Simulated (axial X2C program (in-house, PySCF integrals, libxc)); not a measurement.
TcP⁺ along the bond: BP86, with spin–orbit coupling

All values were computed with an in-house relativistic program for diatomic molecules. Two-component (2c) means X2C with spin–orbit coupling and atomic mean-field two-electron Coulomb and Gaunt terms. Basis: Tc dyall-cv3z [12s12p8d5f3g], P dyall-v3z [8s7p2d1f] (cores contracted in-house); Gaussian nuclei, density fitting, unrestricted open shells. Masses: Tc 98.907 u, P 30.974 u.

State: Ω = 3/2 (⟨Sz⟩ = 1.50, ⟨Lz⟩ = 0.00 at BP86). Dipoles are positive if P is the positive end and refer to the centre of mass.

| R (Å) | μ (D) | HOMO (eV) | LUMO (eV) |
| --- | --- | --- | --- |
| 1.917 | -0.419 | -11.46 | -10.62 |
| 1.981 | -0.463 | -11.49 | -10.55 |
| 2.044 | -0.494 | -11.52 | -10.49 |
| 2.107 | -0.518 | -11.54 | -10.42 |
| 2.181 | -0.542 | -11.56 | -10.35 |
| 2.255 | -0.566 | -11.59 | -10.29 |
| 2.349 | -0.598 | -11.61 | -10.22 |

Q: The minimum lies at 2.067 Å. What is the dipole moment there?

A: At BP86, 2c, with the sign and origin stated: μ = -0.50 D.

One determinant describes the state; a PBE0 search over occupations chose it and may have missed a lower one. Density functionals use the spin component along the axis (collinear). With several unpaired electrons one determinant need not be a pure state. This is the top spin component of a Σ state; components of lower Ω are not single determinants and can lie lower. The determinant is spin-polarised beyond a pure state at some levels (its spin-free form has ⟨S²⟩ too high), which makes Re and μ there less reliable.
